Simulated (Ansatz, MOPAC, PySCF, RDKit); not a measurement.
Pair of molecules: CHN (SMILES C#N) (first 3 atoms) with C2H6O (SMILES COC); geometry from B3LYP-D3(BJ)/def2-TZVP.
(charge 0, multiplicity 1):
```xyz
12

C     -0.29344     0.18843    -0.30608
N     -0.36187     0.30994    -1.44480
H     -0.22674     0.07382     0.76550
C      0.09015    -1.38559     3.32826
O     -0.10383    -0.13460     2.69526
C     -0.05131     0.95795     3.59351
H     -0.68658    -1.57062     4.07898
H      1.07164    -1.43337     3.81378
H      0.03359    -2.15299     2.55817
H     -0.83393     0.87722     4.35648
H     -0.20965     1.86522     3.01307
H      0.92422     1.01301     4.09014
```

Counterpoise-corrected where a basis set is named; no monomer relaxation.

The state that PM6, PM7 reach isn't checked; PM7 holds dispersion and hydrogen-bond terms.

Programs: Ansatz (Gaussian orbitals); MOPAC for PM6, PM7 (differences of heats of formation); PySCF for the dispersion terms; RDKit for the force fields. Each number belongs to the level named beside it.

Problem. One of these levels gives -12.5 kJ/mol for the interaction energy. Name it.
A) PM6
B) BLYP-D3(BJ)/def2-TZVPPD
C) PM7
D) MMFF94

Solution. C, PM7. The others give 0.4 (MMFF94), -16.0 (PM6), -24.4 (BLYP-D3(BJ)/def2-TZVPPD)

Ansatz is a first-principles code.
